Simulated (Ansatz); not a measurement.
`F[B]([AlH2])[SiH3]` + H–F → `F[B](F)[AlH2]` + SiH₄ at 298.15 K and 1 bar (cleavage of the B–Si bond).

Computed with Ansatz on PBE0-D4/def2-TZVP structures; ΔE is electronic, products minus reactants. CBS: MP2 limit from def2 TZ/QZ plus the TZ coupled-cluster correction, frozen cores. This one scheme is used for every species.

```tsv
species	CCSD(T)/CBS energy (Eh)	H − E (kJ/mol)	S (J/(mol·K))
`F[B]([AlH2])[SiH3]`	-658.67346	136.7	367.7
H–F	-100.39570	33.5	173.6
`F[B](F)[AlH2]`	-467.68048	75.9	310.2
SiH₄	-291.46306	92.1	204.8
```

H − E and S are ideal-gas, rigid-rotor, harmonic terms from PBE0-D4/def2-TZVP, for one conformer and one mirror image of each species. 1 Eh = 2625.50 kJ/mol, R = 8.31446 J/(mol·K).

Q: By hand: ΔE, ΔH, ΔS and ΔG.

A: ΔE = (-467.68048) + (-291.46306) − (-658.67346) − (-100.39570) = -0.07438 Eh = -195.3 kJ/mol. Δ(H − E) = 75.9 + 92.1 − 136.7 − 33.5 = -2.2, so ΔH = -197.5 kJ/mol. ΔS = 310.2 + 204.8 − 367.7 − 173.6 = -26.3 J/(mol·K). ΔG = -197.5 − 298.15 × (-26.3)/1000 = -189.7 kJ/mol.

Q: By hand: the equilibrium constant, and the temperature at which ΔG would vanish if ΔH and ΔS stayed fixed.

A: log₁₀ K = −ΔG/(RT ln 10) = 33.2. ΔG = 0 at ΔH/ΔS = 7510 K, far beyond where these terms or the molecules hold.

ΔH outweighs TΔS. A doubt of 5 kJ/mol in ΔE shifts log₁₀ K by 0.9 here. Other conformers and mirror images would add mixing entropy, several J/(mol·K) or more a flexible species. Modes under 60 cm⁻¹, often nearly free rotors, make the harmonic entropy too high. These are equilibria of isolated gas molecules and say nothing of rates. Largest T1 diagnostic: 0.015 (customary marks: 0.02 for closed shells, 0.045 for open ones).
